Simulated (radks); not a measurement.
The numbers below are computed, except where a source is named.
Radial electron density D(r) = 4 pi r^2 rho(r) of an atom or ion with 43 electrons. Code: a radial shooting solver on a logarithmic mesh with Libxc functionals. Model: Dirac Kohn-Sham, PBE, spin-unpolarised, spherical densities, point nucleus.

r (bohr),D(r) (e/bohr)
0.002064,4.428
0.002688,6.857
0.003472,10.30
0.004521,15.33
0.005886,22.14
0.007604,30.49
0.009901,40.40
0.01289,50.29
0.01679,57.91
0.02169,60.83
0.02824,58.45
0.03677,53.56
0.04788,52.74
0.06185,60.42
0.08053,72.42
0.1049,75.09
0.1365,62.81
0.1764,51.26
0.2297,55.16
0.2991,60.84
0.3863,46.86
0.503,24.21
0.655,16.63
0.8529,18.34
1.102,14.62
1.435,7.126
1.868,2.209
2.432,0.4318
3.142,0.04953
4.091,0.002225

What is the nuclear charge?

Answer. Z = 47. The innermost maximum, from 1s, lies near gamma/Z bohr with gamma = sqrt(1 - (Z/c)^2) = 0.939, here 0.02 bohr (found: 0.0219), and its height grows with Z. The density is that of the silver ion Ag4+ in [Kr] 4d7; the configuration itself is not fixed sharply by these data, and Z only to a few units. D(r) has 4 maxima, at r = 0.0219, 0.0960, 0.290, 0.853 bohr, and minima at 0.0435, 0.188, 0.650 bohr, inside which lie 2.05, 11.16, 29.05 electrons.
